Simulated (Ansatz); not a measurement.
Ansatz (an electronic-structure program) job for ClH₂Si, SMILES [SiH2]Cl, multiplicity 2, B3LYP-D3(BJ)/def2-TZVP. 

Ansatz 0.2 input:
```yaml
crystal:
  periodic: [false, false, false]
  atoms:
    - {symbol: Si, position_ang: [-1.00836582, -0.08763725, 0.00000000]}
    - {symbol: Cl, position_ang: [1.01131722, 0.01498591, 0.00000000]}
    - {symbol: H, position_ang: [-1.53763560, 0.48608049, -1.22423198]}
    - {symbol: H, position_ang: [-1.53763560, 0.48608050, 1.22423197]}
basis:
  gaussian:
    orbitals: def2-TZVP
hamiltonian:
  xc: b3lyp
  dispersion: d3bj
magnetization: {spin_polarized: true, initial_magnetization: 1}
relax: {f_tol: 0.002, max_steps: 200}
```

It prints:

```
WARN ansatz: RAYON_NUM_THREADS=1 ignored (pool sized by the plan → 1); use --threads N
Functional definition: B3LYP
integrals: 0.02 GiB planned
612 factors; their error is unknown
mean field: 0.28 GiB planned
mean field evaluation 1: about -20433.6409 eV, gradient 9.0e0 eV
mean field evaluation 2: about -20433.9970 eV, gradient 6.0e0 eV
mean field evaluation 4: about -20434.1511 eV, gradient 2.2e-1 eV
mean field evaluation 8: about -20434.2062 eV, gradient 1.3e-2 eV
mean field -20434.20622076 eV, -750.9432278103 hartree, gradient 4.0e-5 eV, S^2 0.751826; 0 other end points of the search recorded, 0 dependent functions left out
the calculation of the forces begins
reference -20434.20643378 eV, -750.9432356388 hartree; 17, 16 occupied and 69, 70 virtual orbitals, 612 factors
relax step   1: F+E_penalty+E_count = -20434.34016433 eV  Δ(F+E_penalty+E_count) = +0.000e0 eV  max|allowed force component| = 8.945e-1 eV/Å  Δτ_max = 0.0000 Å  (28 SCF iters, accepted)
these checks for a lower state are left out or cut short: starts, cluster_reference, orbital_swaps, neighbouring_geometries, increment
integrals: 0.02 GiB planned
612 factors; their error is unknown
mean field: 0.28 GiB planned
mean field evaluation 16: about -20434.1672 eV, gradient 2.5e0 eV
mean field -20434.25578107 eV, -750.9450491183 hartree, gradient 1.1e-5 eV, S^2 0.751809; 0 other end points of the search recorded, 0 dependent functions left out
the calculation of the forces begins
reference -20434.25599417 eV, -750.9450569496 hartree; 17, 16 occupied and 69, 70 virtual orbitals, 612 factors
relax step   2: F+E_penalty+E_count = -20434.38954830 eV  Δ(F+E_penalty+E_count) = -4.938e-2 eV  max|allowed force component| = 1.582e-1 eV/Å  Δτ_max = 0.0716 Å  (31 SCF iters, accepted)
these checks for a lower state are left out or cut short: starts, cluster_reference, orbital_swaps, neighbouring_geometries, increment
integrals: 0.02 GiB planned
612 factors; their error is unknown
mean field: 0.28 GiB planned
mean field -20434.25875183 eV, -750.9451582916 hartree, gradient 5.2e-5 eV, S^2 0.751801; 0 other end points of the search recorded, 0 dependent functions left out
the calculation of the forces begins
reference -20434.25896552 eV, -750.9451661448 hartree; 17, 16 occupied and 69, 70 virtual orbitals, 612 factors
relax step   3: F+E_penalty+E_count = -20434.39213162 eV  Δ(F+E_penalty+E_count) = -2.583e-3 eV  max|allowed force component| = 4.258e-2 eV/Å  Δτ_max = 0.0182 Å  (28 SCF iters, accepted)
these checks for a lower state are left out or cut short: starts, cluster_reference, orbital_swaps, neighbouring_geometries, increment
integrals: 0.02 GiB planned
612 factors; their error is unknown
mean field: 0.28 GiB planned
mean field evaluation 32: about -20434.2589 eV, gradient 2.2e-4 eV
mean field -20434.25891677 eV, -750.9451643531 hartree, gradient 1.2e-5 eV, S^2 0.751804; 0 other end points of the search recorded, 0 dependent functions left out
the calculation of the forces begins
reference -20434.25913030 eV, -750.9451722001 hartree; 17, 16 occupied and 69, 70 virtual orbitals, 612 factors
relax step   4: F+E_penalty+E_count = -20434.39241898 eV  Δ(F+E_penalty+E_count) = -2.874e-4 eV  max|allowed force component| = 2.757e-3 eV/Å  Δτ_max = 0.0054 Å  (25 SCF iters, accepted)
these checks for a lower state are left out or cut short: starts, cluster_reference, orbital_swaps, neighbouring_geometries, increment
integrals: 0.02 GiB planned
612 factors; their error is unknown
mean field: 0.28 GiB planned
mean field -20434.25891938 eV, -750.9451644492 hartree, gradient 1.0e-5 eV, S^2 0.751804; 0 other end points of the search recorded, 0 dependent functions left out
the calculation of the forces begins
reference -20434.25913291 eV, -750.9451722962 hartree; 17, 16 occupied and 69, 70 virtual orbitals, 612 factors
relax step   5: F+E_penalty+E_count = -20434.39241984 eV  Δ(F+E_penalty+E_count) = -8.566e-7 eV  max|allowed force component| = 8.252e-4 eV/Å  Δτ_max = 0.0002 Å  (21 SCF iters, accepted)
integrals: 0.02 GiB planned
612 factors; their error is unknown
mean field: 0.28 GiB planned
mean field -20434.25891938 eV, -750.9451644492 hartree, gradient 1.0e-5 eV, S^2 0.751804; 1 other end points of the search recorded, 0 dependent functions left out
the calculation of the forces begins
reference -20434.25913291 eV, -750.9451722962 hartree; 17, 16 occupied and 69, 70 virtual orbitals, 612 factors
Total energy: -20434.39263337 eV, -750.9500783475 hartree
Atom 0 at    -1.021637    -0.147010     0.000000 Å, force     0.000825    -0.000161    -0.000000 eV/Å
Atom 1 at     1.039237     0.024720     0.000000 Å, force    -0.000502    -0.000083     0.000000 eV/Å
Atom 2 at    -1.544960     0.510900    -1.223420 Å, force    -0.000162     0.000122    -0.000087 eV/Å
Atom 3 at    -1.544960     0.510900     1.223420 Å, force    -0.000162     0.000122     0.000087 eV/Å
Dipole moment:    -0.246001    -0.018355    -0.000000 e Å
```

Self-consistency was reached.
